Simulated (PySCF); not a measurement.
2 OsH₃ → OsH₂ + OsH₄

Level: PBE0 in the def2-TZVP basis family, computed in PySCF with density fitting; scalar-relativistic core potentials for atoms from Rb on, none lighter, no spin–orbit coupling; open shells unrestricted.

| species | state and structure | ZPE (kJ/mol) | H(298 K) − H(0) (kJ/mol) | S° (J/(mol K)) |
| --- | --- | --- | --- | --- |
| OsH₃ | doublet, C3v, Os–H 1.583 Å (×3); H–Os–H 103.8° (×3) | 53.9 | 10.7 | 243.3 |
| OsH₂ | triplet, C2v, Os–H 1.581 Å (×2); H–Os–H 86.3° | 30.3 | 10.4 | 243.2 |
| OsH₄ | singlet, Td, Os–H 1.585 Å (×4) | 80.1 | 10.8 | 230.0 |

Is the gas-phase reaction uphill or downhill in electronic energy at this level, and by how much?

At PBE0/def2-TZVP, ΔE = -2.5 kJ/mol, downhill. The bond broken in OsH₃ is weaker than the one that a second molecule gains.

Add zero-point, thermal and entropy terms for 298.15 K and 1 bar.

ΔZPE = 2.6 and Δ[H(298) − H(0)] = -0.2 kJ/mol give ΔH° = -0.1 kJ/mol. ΔS° = -13.4 J/(mol K), so ΔG° = -0.1 − 298.15 × (-0.0134) = 4 kJ/mol and log₁₀K = -0.7.

Spin–orbit coupling can matter for OsH₃, OsH₂, OsH₄ and is left out. Open d or f shells are single determinants, so the state found may not be the ground state. The structures come from searches over a few start shapes, so lower isomers are not excluded.
